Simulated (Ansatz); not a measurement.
`C[O][Ti]1234([OH])([N](C)C)[C@H]5[C@@H]1[C@@H]2[C@@H]3[C@H]54`, 27 atoms. The species carries charge 0 and has multiplicity 1. Correlated methods include outer-core shells of Ti, which these sets cover unevenly. Scalar relativity is left out up to krypton. Hardware: A = 11 threads of an AMD EPYC 7R13 on a shared host; B = 11 threads of an AMD EPYC 7R13 on a shared host and a whole NVIDIA H100 80 GB. Correlated methods freeze the cores.

**Question.** How many basis functions does each run have, and how long does it take in Ansatz? RHF-CCSD(T)/def2-SVP energy [B]; RKS PBE-D4/def2-TZVPP energy and forces [B]; RKS PBE0-D4/def2-SVP energy [A]; RKS B3LYP-D4/def2-TZVPP energy and forces [B]; RKS PBE0-D4/def2-TZVP relaxation (17 steps) [B]; RKS ωB97M-V/def2-SVP energy [A]; direct RPA on PBE orbitals/def2-TZVPP energy [B]; RHF-CCSD(T)/def2-TZVPP energy [B]; RKS SPW92 (LDA)/def2-TZVPP energy [B]; RKS PBE0-D4/def2-QZVPP energy [B]; RKS ωB97M-V/def2-QZVPP energy [B]; RKS B2PLYP (frozen core)/def2-TZVPP energy [B]. (Best estimate.)

**Answer.** Computed: Other jobs shared the machine, so times are rough.

```csv
level,job,functions,wall time,peak host memory (GiB)
RKS PBE0-D4/def2-SVP,energy [A],260,4.4 s,1.7
RKS B3LYP-D4/def2-TZVPP,energy and forces [B],615,4.7 s,1.4
RKS PBE0-D4/def2-QZVPP,energy [B],1170,6 s,1.9
RKS B2PLYP (frozen core)/def2-TZVPP,energy [B],615,6.5 s,4.3
RHF-CCSD(T)/def2-SVP,energy [B],260,7.5 s,0.88
RKS PBE-D4/def2-TZVPP,energy and forces [B],615,8 s,1.2
RKS SPW92 (LDA)/def2-TZVPP,energy [B],615,8 s,1.2
direct RPA on PBE orbitals/def2-TZVPP,energy [B],615,9.5 s,4.4
RKS ωB97M-V/def2-SVP,energy [A],260,11 s,2.2
RKS ωB97M-V/def2-QZVPP,energy [B],1170,12 s,2.1
RKS PBE0-D4/def2-TZVP,relaxation (17 steps) [B],476,48 s,1.4
RHF-CCSD(T)/def2-TZVPP,energy [B],615,2.1 min,4.1
```

B3LYP here is the variant with VWN-RPA as its local correlation; programs differ in this.
